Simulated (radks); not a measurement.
Sb45+, configuration [He] 2s2 2p2. All-electron calculation, non-relativistic Kohn-Sham, LB94 model potential, spin-polarised, spherical densities, point nucleus; open shells are filled with parallel spins first (spin-orbit coupling, left out, can overturn this in heavy ions); relativity is left out, which matters for an element this heavy. Program: a radial shooting solver on a logarithmic mesh with Libxc functionals.

Unscreened Slater integrals over Kohn-Sham orbitals (eV). They are taken over the spin-up orbitals.

| integral | value |
|---|---|
| F0(2p,2p) | 238.91 |
| F2(2p,2p) | 114.98 |
| F0(2p,2s) | 214.86 |
| G1(2p,2s) | 118.77 |
| F0(2p,1s) | 321.30 |
| G1(2p,1s) | 63.910 |
| F0(2s,2s) | 200.14 |
| F0(2s,1s) | 279.56 |
| G0(2s,1s) | 28.207 |
| F0(1s,1s) | 859.44 |

Derived for the open shells (J is the average intra-shell exchange parameter used in DFT+U). 2p: J = F2/5 = 23.00 eV.
